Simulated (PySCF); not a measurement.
Be(H)(GeH3) (BeGeH4), SMILES [BeH][GeH3]. Atoms are numbered in the order given.

```xyz
6

Be     0.0000     0.0000    -1.9390
H      0.0000     0.0000    -3.2684
Ge     0.0000     0.0000     0.2632
H      1.2317     0.7111     0.8678
H     -1.2317     0.7111     0.8678
H      0.0000    -1.4222     0.8678
```

Coordinates come from a B3LYP-D3(BJ)/def2-TZVP optimisation.

These are IEF-PCM-PBE0/def2-SVP (PySCF) values and carry that method's errors.

The values are the electrostatic part of the solvation free energy, E(continuum) − E(gas) at the gas-phase geometry, in a cavity of scaled van der Waals radii (PySCF's table); cavitation and dispersion terms are not included. A continuum can't describe solvent molecules that bind to the metal. In vacuum the orbital gap is 6.56 eV. The dipole moment in vacuum is 0.51 D.

Computed values in water (ε = 78.36), diethylether (ε = 4.24), 2-propanol (ε = 19.26):
```csv
solvent,ε,ΔG(elec) (kcal/mol),dipole (D),gap (eV)
water,78.36,-4.1,0.89,6.85
diethylether,4.24,-2.7,0.75,6.75
2-propanol,19.26,-3.8,0.86,6.83
```
